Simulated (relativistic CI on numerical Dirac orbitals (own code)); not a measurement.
## Line list: Electric-dipole lines, Ba19+

Method of calculation: Dirac-Coulomb-Breit CI, KLI orbitals optimised for each configuration, a model potential for QED, unscaled Slater integrals (own radial code, finite nucleus).

CI space (outside the closed core [Ar] 3d10): 4s2.4p6.4d, 4s2.4p5.4d2, 4s2.4p6.4f, 4s.4p6.4d2, 4s2.4p5.4d.4f, 4s2.4p6.5s, 4s.4p6.4d.4f, 4s2.4p6.5p, 4s2.4p6.5d, 4s2.4p5.4d.5s, 4p6.4d3, 4p5.4d4, 4p5.4d3.4f. Double excitations out of closed p, d and f shells are left out; levels of such configurations are missing from the list, as are those of other unlisted configurations, and high levels can miss mixing partners. These lack a partner that the ground configuration has and come out too high: 4s2.4p5.4d.5s.

```tsv
λ vac (Å)	Lower	Upper	A (s⁻¹)	gf	Branching (%)
49.605	4s2.4p6.4d 2D_5/2 [2]	4s2.4p5.4d.5s 2F°_7/2 [192]	3.26e+11	9.63e-01	100.0
91.594	4s2.4p6.4f 2F°_7/2 [34]	4s2.4p5.4d.4f 2D_5/2 [184]	4.91e+11	3.71e+00	30.9
91.964	4s2.4p6.4d 2D_3/2 [1]	4s2.4p5.4d2 2P°_3/2 [47]	2.57e+11	1.30e+00	20.8
92.389	4s2.4p6.4d 2D_3/2 [1]	4s2.4p5.4d2 2D°_3/2 [46]	1.25e+12	6.40e+00	91.3
93.058	4s2.4p6.4f 2F°_7/2 [34]	4s2.4p5.4d.4f 2F_7/2 [180]	5.60e+11	5.81e+00	37.6
93.429	4s2.4p6.4d 2D_5/2 [2]	4s2.4p5.4d2 2F°_7/2 [49]	1.24e+12	1.30e+01	100.0
93.886	4s2.4p6.4d 2D_5/2 [2]	4s2.4p5.4d2 2D°_5/2 [48]	1.44e+12	1.14e+01	99.9
94.488	4s2.4p6.4d 2D_5/2 [2]	4s2.4p5.4d2 2P°_3/2 [47]	9.80e+11	5.25e+00	79.2
95.283	4s2.4p6.4d 2D_3/2 [1]	4s2.4p5.4d2 2P°_1/2 [45]	8.33e+11	2.27e+00	100.0
95.775	4s2.4p6.4d 2D_3/2 [1]	4s2.4p5.4d2 2F°_5/2 [44]	1.17e+12	9.68e+00	99.6
100.60	4s2.4p5.4d2 4D°_3/2 [4]	4s2.4p5.4d.4f 4G_5/2 [106]	1.54e+11	1.40e+00	30.0
100.96	4s2.4p5.4d2 4D°_1/2 [3]	4s2.4p5.4d.4f 4F_3/2 [99]	2.71e+11	1.66e+00	43.0
101.27	4s2.4p5.4d2 2G°_9/2 [25]	4s2.4p5.4d.4f 2H_11/2 [146]	5.03e+11	9.28e+00	90.6
101.42	4s2.4p5.4d2 4D°_3/2 [4]	4s2.4p5.4d.4f 4F_3/2 [99]	1.65e+11	1.02e+00	26.1
101.82	4s2.4p5.4d2 2H°_11/2 [19]	4s2.4p5.4d.4f 2I_13/2 [132]	6.05e+11	1.32e+01	93.7
101.83	4s2.4p5.4d2 4D°_5/2 [5]	4s2.4p5.4d.4f 4G_7/2 [107]	2.34e+11	2.91e+00	42.5
101.94	4s2.4p5.4d2 4D°_5/2 [5]	4s2.4p5.4d.4f 4G_5/2 [106]	1.32e+11	1.24e+00	25.8
102.21	4s2.4p5.4d2 2F°_5/2 [7]	4s2.4p5.4d.4f 2F_7/2 [111]	1.42e+11	1.78e+00	33.1
102.40	4s2.4p5.4d2 2G°_9/2 [41]	4s2.4p5.4d.4f 2I_11/2 [177]	5.18e+11	9.77e+00	77.3
103.03	4s2.4p5.4d2 2G°_7/2 [39]	4s2.4p5.4d.4f 2G_9/2 [174]	4.72e+11	7.51e+00	65.0
103.21	4s2.4p5.4d2 4G°_7/2 [6]	4s2.4p5.4d.4f 4F_9/2 [108]	1.00e+11	1.60e+00	22.3
103.31	4s2.4p5.4d2 4G°_7/2 [6]	4s2.4p5.4d.4f 4G_7/2 [107]	1.38e+11	1.77e+00	25.1
103.88	4s2.4p5.4d2 4G°_7/2 [6]	4s2.4p5.4d.4f 4H_9/2 [101]	2.45e+11	3.96e+00	51.2
103.89	4s2.4p5.4d2 2F°_7/2 [27]	4s2.4p5.4d.4f 2G_9/2 [147]	2.57e+11	4.15e+00	49.6
104.06	4s2.4p5.4d2 4D°_7/2 [8]	4s2.4p5.4d.4f 4F_9/2 [108]	1.21e+11	1.96e+00	26.9
104.27	4s2.4p6.4f 2F°_7/2 [34]	4s2.4p5.4d.4f 2G_9/2 [165]	2.56e+11	4.17e+00	53.1
104.72	4s2.4p5.4d2 4G°_7/2 [33]	4s2.4p5.4d.4f 4H_9/2 [157]	4.41e+11	7.25e+00	89.7
104.74	4s2.4p5.4d2 4D°_7/2 [8]	4s2.4p5.4d.4f 4H_9/2 [101]	1.45e+11	2.38e+00	30.3
104.82	4s2.4p5.4d2 4G°_9/2 [9]	4s2.4p5.4d.4f 4H_11/2 [104]	4.02e+11	7.94e+00	83.6
104.98	4s2.4p5.4d2 2G°_7/2 [14]	4s2.4p5.4d.4f 2H_9/2 [119]	2.94e+11	4.86e+00	60.4
105.43	4s2.4p5.4d2 2G°_9/2 [37]	4s2.4p5.4d.4f 2H_11/2 [167]	3.99e+11	7.98e+00	82.4
105.74	4s2.4p5.4d2 4G°_11/2 [10]	4s2.4p5.4d.4f 4H_13/2 [105]	4.35e+11	1.02e+01	95.8
105.82	4s2.4p5.4d2 4G°_11/2 [10]	4s2.4p5.4d.4f 4H_11/2 [104]	7.38e+10	1.49e+00	15.4
106.11	4s2.4p5.4d2 4F°_9/2 [18]	4s2.4p5.4d.4f 4G_11/2 [120]	4.74e+11	9.61e+00	94.5
106.45	4s2.4p5.4d2 2D°_5/2 [16]	4s2.4p5.4d.4f 2F_7/2 [116]	1.49e+11	2.02e+00	40.9
106.63	4s2.4p5.4d2 2F°_5/2 [35]	4s2.4p5.4d.4f 2F_7/2 [159]	3.34e+11	4.55e+00	82.8
107.03	4s2.4p5.4d2 2F°_7/2 [17]	4s2.4p5.4d.4f 2G_9/2 [114]	1.58e+11	2.71e+00	58.3
108.07	4s2.4p5.4d2 2F°_5/2 [44]	4s2.4p5.4d.4f 2G_7/2 [178]	9.43e+11	1.32e+01	75.6
108.46	4s2.4p5.4d2 4D°_3/2 [4]	4s2.4p5.4d.4f 4D_5/2 [79]	1.15e+11	1.22e+00	60.5
108.79	4s2.4p5.4d2 2D°_5/2 [42]	4s2.4p5.4d.4f 2G_7/2 [170]	3.15e+11	4.48e+00	81.9
109.93	4s2.4p5.4d2 2F°_7/2 [49]	4s2.4p5.4d.4f 2G_9/2 [186]	9.12e+11	1.65e+01	78.6
111.78	4s2.4p5.4d2 2D°_5/2 [48]	4s2.4p5.4d.4f 2F_7/2 [180]	3.62e+11	5.42e+00	24.3
148.88	4s2.4p5.4d2 2H°_11/2 [19]	4s.4p6.4d2 2G_9/2 [61]	7.12e+10	2.37e+00	59.2
155.23	4s2.4p5.4d2 4G°_11/2 [10]	4s.4p6.4d2 4F_9/2 [55]	5.64e+10	2.04e+00	62.8
157.30	4s2.4p5.4d2 4G°_9/2 [9]	4s.4p6.4d2 4F_7/2 [53]	5.10e+10	1.51e+00	60.5
```

Terms are leading LS components. Brackets give the number of a level in order of energy, since labels repeat. The list gives strong lines, with weight on those to low levels, without lines whose two gauges differ by over a factor of 2.5, among the lowest 200 of 1624 levels, so that lines to higher ones, which can be the strongest, are missing. Levels whose partners in the same complex of configurations lie outside the list can be far off, and so can their lines. Rates are taken at the computed energies, electric ones in the length gauge.

At this charge energies of transitions that change n are usually good to better than 1 %, and those within a shell (Δn = 0) to a few per cent.

LS names give the leading component of a level, which can be under half, so a name can repeat, a term be missing and a line seem to break the LS rules.
